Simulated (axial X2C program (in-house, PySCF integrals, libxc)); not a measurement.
**Potential curves of HgH, 2c**

Computed with an in-house all-electron X2C program for linear molecules (integrals from PySCF). Two-component (2c) means X2C with spin–orbit coupling and atomic mean-field two-electron Coulomb and Gaunt terms. Basis: Hg dyall-cv3z [13s14p9d6f4g], H dyall-v3z [6s2p1d] (cores contracted in-house); Gaussian nuclei, density fitting, unrestricted open shells. Masses: Hg 201.971 u, H 1.008 u.

State: Ω = 1/2 (⟨Sz⟩ = 0.49, ⟨Lz⟩ = 0.01 at HF). Energies in eV from the fragments at the same level (Hg + H). Fits are polynomials in 1 − R0/R over 0.85 to 1.23 times the lowest point R0.

```json
{"R (Å)": "1.5182", "HF": "0.0454", "PBE50": "-0.3590", "CCSD(T)": "", "CCSD": ""}
{"R (Å)": "1.5880", "HF": "-0.1379", "PBE50": "-0.5175", "CCSD(T)": "-0.2987", "CCSD": "-0.3346"}
{"R (Å)": "1.6403", "HF": "-0.2172", "PBE50": "-0.5807", "CCSD(T)": "-0.3693", "CCSD": "-0.4040"}
{"R (Å)": "1.6926", "HF": "-0.2590", "PBE50": "-0.6083", "CCSD(T)": "-0.4051", "CCSD": "-0.4385"}
{"R (Å)": "1.7450", "HF": "-0.2722", "PBE50": "-0.6089", "CCSD(T)": "-0.4148", "CCSD": "-0.4465"}
{"R (Å)": "1.8061", "HF": "-0.2615", "PBE50": "-0.5847", "CCSD(T)": "-0.4021", "CCSD": "-0.4315"}
{"R (Å)": "1.8672", "HF": "-0.2321", "PBE50": "-0.5424", "CCSD(T)": "-0.3722", "CCSD": "-0.3990"}
{"R (Å)": "1.9457", "HF": "-0.1797", "PBE50": "-0.4730", "CCSD(T)": "-0.3192", "CCSD": "-0.3425"}
{"R (Å)": "2.0417", "HF": "-0.1102", "PBE50": "-0.3801", "CCSD(T)": "", "CCSD": ""}
{"R (Å)": "2.1813", "HF": "-0.0248", "PBE50": "-0.2547", "CCSD(T)": "", "CCSD": ""}
```

Correlated methods: 13 electrons correlated (number of frozen shells: Hg 5 s, 4 p, 2 d, 1 f; H none), 219 virtual spin orbitals or spinors in MP2, 90 natural virtuals in coupled cluster.

Occupations by symmetry block were frozen at the best pattern of an incomplete PBE0 search. Dissociation energies refer to the lowest single-determinant-based atoms at the same level and basis. Density functionals use the spin component along the axis (collinear). CCSD and (T) use frozen natural virtuals with an MP2 correction for the truncation; (T) itself is uncorrected, so its De runs slightly low. Coupled cluster ran on the points near the minimum only. MP2 and coupled cluster on one determinant become unreliable at the stretched end.

Q: Fit the HF curve near its minimum: give the equilibrium distance, the harmonic wavenumber and the well depth.

A: At HF, 2c: Re = 1.749 Å, ωe ≈ 1420 cm⁻¹, De = 0.27 eV to Hg + H; Be follows as 5.5 cm⁻¹.

Q: Fit the PBE50 curve near its minimum: give the equilibrium distance, the harmonic wavenumber and the well depth.

A: At PBE50, 2c: Re = 1.719 Å, ωe ≈ 1510 cm⁻¹, De = 0.61 eV to Hg + H; Be follows as 5.69 cm⁻¹.

Q: Fit the CCSD(T) curve near its minimum: give the equilibrium distance, the harmonic wavenumber and the well depth.

A: At CCSD(T), 2c: Re = 1.742 Å, ωe ≈ 1390 cm⁻¹, De = 0.41 eV to Hg + H; Be follows as 5.54 cm⁻¹.

Q: What are Re, ωe and De at the CCSD level?

A: At CCSD, 2c: Re = 1.738 Å, ωe ≈ 1420 cm⁻¹, De = 0.45 eV to Hg + H; Be follows as 5.57 cm⁻¹.
